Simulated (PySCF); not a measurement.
Compound: C6H7O3 (doublet state).
Atom-mapped SMILES: `[CH2:1]=[C:2]1[CH2:3][C@@H:4]2[O:5][CH:6][O:7][C@H:8]1[O:9]2` (hydrogens: H10, H11 on C1; H12, H13 on C3; H14 on C4; H15 on C6; H16 on C8)

Cartesian coordinates in Å at the GFN2-xTB level; atoms count from 1:
```
atom  x, y, z in Å
C1     2.1009    0.5268    0.5874
C2     0.9382   -0.0227    0.3024
C3     0.5110   -0.7359   -0.9520
C4    -0.9862   -0.9721   -0.6553
O5    -1.7586    0.1301   -1.0514
C6    -1.4924    1.2751   -0.3266
O7    -1.0352    1.1664    0.9703
C8    -0.3014   -0.0166    1.1855
O9    -1.0460   -1.1251    0.7419
H10    2.2760    1.0191    1.5274
H11    2.9176    0.5050   -0.1134
H12    0.6470   -0.1324   -1.8483
H13    1.0322   -1.6860   -1.0696
H14   -1.4219   -1.8501   -1.1348
H15   -2.2646    2.0196   -0.4337
H16   -0.1245   -0.0924    2.2586
```

The hyperfine couplings belong to this conformer and change with its torsions.

Computed, not measured: PySCF, UKS B3LYP, pcH-1 on C H O, non-relativistic, mean-field spin-orbit, GIAO. Geometry: GFN2-xTB; no solvent, vibrations or thermal averaging. Couplings are sensitive to structure, and on GFN2-xTB geometries they can be far from those on DFT ones. The SCF solution wasn't tested for stability.

Computed for the main isotopes (class means, splittings of 0.05 mT or more): g = 2.0033; H15 1H +7.4 MHz (0.26 mT); H14 1H +2.8 MHz (0.10 mT); H10 1H +1.9 MHz (0.07 mT); 8 first-order lines, 0.43 mT wide.

Q: What changes when 1H at H15 is replaced by 2H?

A: At a fixed geometry a is proportional to g_N: 0.85744/5.58569 = 0.1535, so a goes from +7.4 to +1.1 MHz (0.041 mT). The spin goes from 1/2 to 1, so the 1:1 doublet becomes a 1:1:1 triplet. The spectrum then has 12 first-order lines over 0.25 mT, counting the new splitting although it is under 0.05 mT.

Lines closer than 0.012 mT are merged, which leaves 10.

Lines, offset from centre (mT) (relative intensity): -0.13 (1), -0.08 (1), -0.06 (1), -0.04 (1), -0.02 (2), +0.02 (2), +0.04 (1), +0.06 (1), +0.08 (1), +0.13 (1)

Q: Where do the 13C satellites of C6 appear, and how strong are they?

A: a = +274.0 MHz, or 9.77 mT in magnitude, and I = 1/2, so to first order each main line has two satellites, at ±4.89 mT. The isotope's abundance is about 1.07 %, shared among 2 lines, so each has 0.54 % of the main line's intensity. At 340 mT second-order shifts move them to lower field by up to 0.07 mT.

Q: Where do the 17O satellites of O5 appear, and how strong are they?

A: a = -20.2 MHz, or 0.72 mT in magnitude, and I = 5/2, so to first order each main line has six satellites, at ±0.36, ±1.08, ±1.80 mT. The isotope's abundance is about 0.038 %, shared among 6 lines, so each has 0.0063 % of the main line's intensity.

Hardware: one thread, Arm Neoverse V1 (aarch64), shared host. Cost: 1.7 min (with the writing of density and orbital grids), 1.1 GiB resident at most.
